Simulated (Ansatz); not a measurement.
The pair A = BCl3 (SMILES ClB(Cl)Cl) (first 4 atoms), B = C2H6O (SMILES COC); geometry from B3LYP-D3(BJ)/def2-TZVP.
(charge 0, multiplicity 1):
| atom | x (Å) | y (Å) | z (Å) |
|---|---|---|---|
| Cl | 0.6805 | -1.5124 | 0.8971 |
| B | -0.1045 | 0.0906 | 1.3321 |
| Cl | 0.8459 | 1.5414 | 0.7679 |
| Cl | -1.8636 | 0.1896 | 0.8607 |
| C | -0.9188 | -0.8073 | 3.6673 |
| O | -0.0792 | 0.1516 | 2.9617 |
| C | 1.2284 | 0.2653 | 3.5940 |
| H | -0.9837 | -0.4744 | 4.6998 |
| H | -0.4693 | -1.7961 | 3.5942 |
| H | -1.8899 | -0.7875 | 3.1904 |
| H | 1.0576 | 0.5439 | 4.6305 |
| H | 1.7678 | 1.0408 | 3.0664 |
| H | 1.7455 | -0.6897 | 3.5174 |

Correlated levels freeze the cores. MP2 and its Hartree–Fock in aug-cc-pV(Q+d)Z, aug-cc-pV(T+d)Z are density fitted.

Codes used: Ansatz (Gaussian orbitals). Each number belongs to the level named beside it.

The counterpoise-corrected interaction energy is E(AB) − E(A in the pair's basis) − E(B in the pair's basis). Total energies (hartree):

| level | AB | A in the pair's basis | B in the pair's basis |
|---|---|---|---|
| HF/aug-cc-pV(T+d)Z | -1557.5129503 | -1403.3369890 | -154.1231268 |
| MP2/aug-cc-pV(T+d)Z | -1558.8210499 | -1404.0176942 | -154.7360363 |
| HF/aug-cc-pV(Q+d)Z | -1557.5330460 | -1403.3474390 | -154.1325148 |
| MP2/aug-cc-pV(Q+d)Z | -1558.9326179 | -1404.0825452 | -154.7799890 |
| MP2/aug-cc-pV(D+d)Z | -1558.4858106 | -1403.8358091 | -154.5916743 |
| CCSD(T)/aug-cc-pV(D+d)Z | -1558.5935941 | -1403.8962766 | -154.6455201 |

Q: Work out the counterpoise-corrected interaction energy at the basis-set limit: extrapolate the MP2 correlation part as X⁻³, take Hartree–Fock from the larger set, and add the CCSD(T) − MP2 difference of aug-cc-pV(D+d)Z.

A: 
1. Differences (1 hartree = 627.509 kcal/mol): HF/aug-cc-pV(T+d)Z -33.154; MP2/aug-cc-pV(T+d)Z -42.244; HF/aug-cc-pV(Q+d)Z -33.316; MP2/aug-cc-pV(Q+d)Z -43.978; MP2/aug-cc-pV(D+d)Z -36.601; CCSD(T)/aug-cc-pV(D+d)Z -32.503.
2. Correlation parts, MP2 less HF: -9.089 in aug-cc-pV(T+d)Z (X = 3), -10.662 in aug-cc-pV(Q+d)Z (X = 4).
3. Limit (4³·(-10.662) − 3³·(-9.089))/(4³ − 3³) = -11.810; with HF/aug-cc-pV(Q+d)Z it gives -45.126.
4. CCSD(T) less MP2 in aug-cc-pV(D+d)Z: 4.097.
Result: -41.03 kcal/mol, against -42.24 at MP2/aug-cc-pV(T+d)Z. It is an estimate of this method's limit, not of the exact value.

Ansatz is a first-principles code.
